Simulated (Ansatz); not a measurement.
Start from `N[CH](F)[GeH3]` and change one atom or group to get `NC(F)[SiH2]O`.

Ansatz, PBE0-D4/def2-TZVP geometries, multiplicity 1. Each molecule was computed in one conformer, which needn't be the lowest.

Scalar relativity is left out up to krypton.

```tsv
property	`N[CH](F)[GeH3]`
HOMO–LUMO gap (PBE0/def2-TZVPP) / eV	8.66
HOMO–LUMO gap (B3LYP/def2-TZVPP) / eV	8.12
LUMO energy (B3LYP/def2-TZVPP) / eV	0.41
HOMO–LUMO gap (PBE/def2-TZVPP) / eV	6.37
size of the dipole moment (PBE/def2-TZVPP) / D	1.22
HOMO–LUMO gap (ωB97M-V/def2-TZVPP) / eV	12.56
```

Problem. What does the change do to each property? (Best estimate.)

Solution. The calculation gave: 
```json
{"property": "HOMO–LUMO gap (PBE0/def2-TZVPP) / eV", "`NC(F)[SiH2]O`": "7.99", "shift": "-0.67"}
{"property": "HOMO–LUMO gap (B3LYP/def2-TZVPP) / eV", "`NC(F)[SiH2]O`": "7.46", "shift": "-0.66"}
{"property": "LUMO energy (B3LYP/def2-TZVPP) / eV", "`NC(F)[SiH2]O`": "-0.16", "shift": "-0.57"}
{"property": "HOMO–LUMO gap (PBE/def2-TZVPP) / eV", "`NC(F)[SiH2]O`": "5.63", "shift": "-0.74"}
{"property": "size of the dipole moment (PBE/def2-TZVPP) / D", "`NC(F)[SiH2]O`": "1.27", "shift": "0.05"}
{"property": "HOMO–LUMO gap (ωB97M-V/def2-TZVPP) / eV", "`NC(F)[SiH2]O`": "11.96", "shift": "-0.60"}
```

With PBE0 the HOMO rises by 0.08 eV and the LUMO falls by 0.59 eV, so the gap narrows by about 0.67 eV. PBE moves the HOMO by 0.09 eV and ωB97M-V by 0.04 eV. Dipoles are sizes alone; their direction can turn.

B3LYP here is the variant with VWN-RPA as its local correlation; programs differ in this.
